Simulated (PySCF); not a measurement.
## Two-component Hartree-Fock for C²⁺ (carbon, charge +2)

Start: [He] 2s1 2p1; 2s1/2 filled at m_j = +1/2; 2p3/2 filled at m_j = +3/2. Calculated with PySCF 2.14 in x2c-TZVPall-2c with one added diffuse shell each of s, p, d type (6s4p3d1f, 40 functions): generalised Hartree-Fock with the X2C-1e Hamiltonian and a Gaussian nucleus; one run each with spin-orbit coupling (SO) switched off, then screened by Boettger's factors. This is a chosen level, not necessarily the ground level.

| spinor shell | electrons | ε, spin-free (eV) | ε, screened SO (eV) | weight of nominal j (screened SO) | rms radius, screened SO (bohr) |
| --- | --- | --- | --- | --- | --- |
| 1s1/2 | 2 | -342.46 | -342.47 | 1.000 | 0.311 |
| 2s1/2 | 1 | -49.494 | -49.495 | 1.000 | 1.47 |
| 2p3/2 | 1 | -41.320 | -41.316 | 1.000 | 1.44 |

| quantity | spin-free | screened SO |
| --- | --- | --- |
| E (hartree) | -36.24951 | -36.24936 |
| M_J | 2 | 2 |
| ⟨J²⟩ | 6.002 | 6.002 |
| ⟨L²⟩ | 2.002 | 2.002 |
| ⟨S²⟩ | 2.000 | 2.000 |

Each row is a mean over spinors that exchange with the open shell spreads, by up to 3.008 eV (1s1/2).

Without spin-orbit coupling the j labels of p, d and f shells carry no meaning; the spin-free column gives the mean over the occupied spinors of each nl shell.
